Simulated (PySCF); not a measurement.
# Excitation energy of Kr²⁺ by level of theory

Kr²⁺ [Ar] 3d10 4s2 4p4 (3P) → Kr²⁺ [Ar] 3d10 4s1 4p5 (3P), as a difference of total energies. Computed with PySCF 2.14 in x2c-TZVPPall, with the spin-free X2C one-electron Hamiltonian (Gaussian nucleus). Correlated levels: valence and next inner shell: [Ne] frozen. The calculations carry no spin-orbit coupling.

| method | excitation energy (cm⁻¹) |
| --- | --- |
| UHF | 134870 |
| MP2 (valence and next inner shell) | 125560 |
| SCS-MP2 (valence and next inner shell) | 124020 |
| CCSD (valence and next inner shell) | 118160 |
| CCSD(T) (valence and next inner shell) | 114810 |

A first-order spin-orbit estimate (lowest level to lowest level, LS coupling) adds -0.011 eV.

The coupled-cluster amplitudes are large for the upper state (T1 above 0.03 or a double amplitude above 0.15), so a single reference is strained.
